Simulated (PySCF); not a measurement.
C2H7IOSi. Atoms are numbered in the order given.

```xyz
12

C     -1.8238     0.7886     1.5495
Si    -1.2151    -0.0551     0.0000
C     -1.8238     0.7886    -1.5495
O     -1.5805    -1.6808     0.0000
I      1.2410     0.0166     0.0000
H     -2.9257     0.7674     1.5931
H     -1.4311     0.2852     2.4452
H     -1.5014     1.8406     1.5736
H     -1.4311     0.2852    -2.4452
H     -1.5014     1.8406    -1.5736
H     -2.9257     0.7674    -1.5931
H     -2.5142    -1.9132     0.0000
```

The structure is a stationary point at PBE0-D3(BJ)/def2-SVP. The geometry has at least one imaginary mode, so it is a saddle point at that level. The def2 effective core potentials stand for the cores of I; spin–orbit coupling is left out. Other conformers were not sampled.

These are ωB97X/def2-TZVP (PySCF) values and carry that method's errors.

ESP charges are fitted to the potential on shells at 1.4 to 2.0 van der Waals radii. Atomic charges (e):

```
atom  Mulliken  ESP fit  Löwdin
----  --------  -------  ------
C1       -0.48    -0.79   -0.44
Si2       0.49     0.79   -0.14
C3       -0.48    -0.79   -0.44
O4       -0.52    -0.70     ___
I5       -0.16    -0.18     ___
H6        0.12     0.21    0.13
H7        0.15     0.20    0.14
H8        0.14     0.20    0.13
H9        0.15     0.20    0.14
H10       0.14     0.20    0.13
H11       0.12     0.21    0.13
H12       0.32     0.45     ___
```

### Question
Complete the blanks. (The exact figures need the calculation; the answer reports its results.)

### Answer

- O4, Löwdin: -0.12
- I5, Löwdin: 0.16
- H12, Löwdin: 0.18

Computed Mayer and Wiberg (Löwdin basis) orders of the bonds:
```json
[
 {"bond": "C1–Si2", "Mayer": "0.98", "Wiberg": "1.19"},
 {"bond": "Si2–C3", "Mayer": "0.98", "Wiberg": "1.19"},
 {"bond": "Si2–O4", "Mayer": "1.20", "Wiberg": "1.63"},
 {"bond": "Si2–I5", "Mayer": "1.14", "Wiberg": "1.55"},
 {"bond": "C1–H6", "Mayer": "0.95", "Wiberg": "0.90"},
 {"bond": "C1–H7", "Mayer": "0.95", "Wiberg": "0.90"},
 {"bond": "C1–H8", "Mayer": "0.95", "Wiberg": "0.90"},
 {"bond": "C3–H9", "Mayer": "0.95", "Wiberg": "0.90"},
 {"bond": "C3–H10", "Mayer": "0.95", "Wiberg": "0.90"},
 {"bond": "C3–H11", "Mayer": "0.95", "Wiberg": "0.90"},
 {"bond": "O4–H12", "Mayer": "0.88", "Wiberg": "1.02"}
]
```
